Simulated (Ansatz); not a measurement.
Calculated with Ansatz (gas phase, PBE0-D4/def2-TZVP geometries, no zero-point term in ΔE). CBS: MP2 limit from def2 TZ/QZ plus the TZ coupled-cluster correction, frozen cores. This one scheme is used for every species. DFT in def2-TZVPP. B3LYP here is the variant with VWN-RPA as its local correlation; programs differ in this. One conformer a species, not always the lowest.

Consider the cleavage of the B–Al bond: `[BH2][Al]1[CH2][CH]1C` + `C[O][AlH][NH2]` → `B[NH][AlH][O]C` + `C[CH]1[CH2][AlH]1`.

`[BH2][Al]1[CH2][CH]1C`:

Z-matrix (Å, degrees):
```
C
Al 1 1.954
C 1 1.520 2 67.7
H 1 1.088 2 119.3 3 -109.9
H 1 1.089 2 117.7 3 108.6
B 2 2.056 1 157.2 3 -177.6
C 3 1.508 1 118.0 2 116.3
H 3 1.090 1 113.5 2 -107.5
H 6 1.197 2 121.4 1 -92.1
H 6 1.197 2 121.5 1 88.9
H 7 1.095 3 111.9 1 -47.8
H 7 1.098 3 111.1 1 71.2
H 7 1.092 3 111.7 1 -168.1
```

`C[O][AlH][NH2]`:

```xyz
10

C     1.543   -1.218   -0.094
O     0.719   -0.121    0.154
Al   -0.900    0.241   -0.156
N    -1.492    1.811    0.376
H     1.933   -1.622    0.847
H     1.023   -2.031   -0.618
H     2.400   -0.918   -0.709
H    -1.848   -0.784   -0.893
H    -2.436    2.134    0.245
H    -0.942    2.509    0.849
```

`B[NH][AlH][O]C`:

```xyz
12

B     1.318   -1.425   -0.495
N     1.612   -0.083   -0.418
Al    0.588    0.179    1.060
O    -0.984    0.767    0.899
C    -1.843    0.983   -0.179
H     0.592   -1.805    0.443
H     1.645   -2.240   -1.303
H     2.181    0.400   -1.091
H     1.173    0.083    2.512
H    -1.357    0.814   -1.149
H    -2.214    2.013   -0.164
H    -2.710    0.315   -0.116
```

`C[CH]1[CH2][AlH]1`:

Z-matrix (Å, degrees):
```
C
C 1 1.509
H 1 1.093 2 111.5
H 1 1.095 2 111.8 3 119.8
H 1 1.098 2 111.5 3 -120.5
C 2 1.582 1 117.1 3 -172.0
Al 2 1.915 1 130.3 3 -92.5
H 2 1.094 1 111.4 3 59.7
H 6 1.089 2 116.4 1 -114.6
H 6 1.092 2 112.7 1 13.8
H 7 1.576 2 157.0 1 72.9
```

(1) Is it downhill or uphill in electronic energy at CCSD(T)/CBS, and by how much? (Best estimate.)

(2) What do these levels give: PBE0-D4, ωB97X-V, ωB97M-V, B2PLYP, B3LYP, SCS-MP2/def2-TZVPP, CCSD/def2-TZVPP, CCSD(T)/def2-TZVPP, HF/def2-QZVPP, MP2/def2-QZVPP, SCS-MP2/def2-QZVPP, CCSD/CBS(def2)? (An estimate is asked.)

Largest T1 diagnostic among the species: 0.020, so the coupled-cluster value is less sure than usual.

Results:

(1) Computed: Downhill: ΔE = -1.37 eV.

(2) Ansatz gave: PBE0-D4 -1.31, ωB97X-V -1.44, ωB97M-V -1.48, B2PLYP -1.32, B3LYP -1.24, SCS-MP2/def2-TZVPP -1.45, CCSD/def2-TZVPP -1.38, CCSD(T)/def2-TZVPP -1.37, HF/def2-QZVPP -1.37, MP2/def2-QZVPP -1.47, SCS-MP2/def2-QZVPP -1.45, CCSD/CBS(def2) -1.38 eV.

The D4 term adds −0.05 eV with B3LYP and −0.03 eV with PBE0; it sums over pairs of atoms, weighted by their polarisabilities, and B3LYP, whose exchange is more repulsive, gets the larger term. From PBE to PBE0 (25 % exact exchange), in def2-TZVPP and without D4, ΔE moves by −0.14 eV.
